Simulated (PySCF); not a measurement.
Harmonic spectrum computed at PBE0 in the def2-TZVP basis family (core potentials from Rb on, PySCF, no spin–orbit coupling):

```json
{"symmetry": "a1", "ω (cm⁻¹)": "404", "IR (km/mol)": "0.7"}
{"symmetry": "b2", "ω (cm⁻¹)": "1062", "IR (km/mol)": "101"}
{"symmetry": "a1", "ω (cm⁻¹)": "1123", "IR (km/mol)": "22.5"}
```

Task: Which molecule gave it? In each, all ligands are bound to the one heavy central atom.
A. WO₂⁺ (doublet)
B. TcO₂⁺ (triplet)
C. RuO₂⁺ (doublet)
D. ReO₂⁺ (triplet)
E. OsO₂⁺ (doublet)

Result: A. It has C2v symmetry with W–O 1.662 Å (×2).
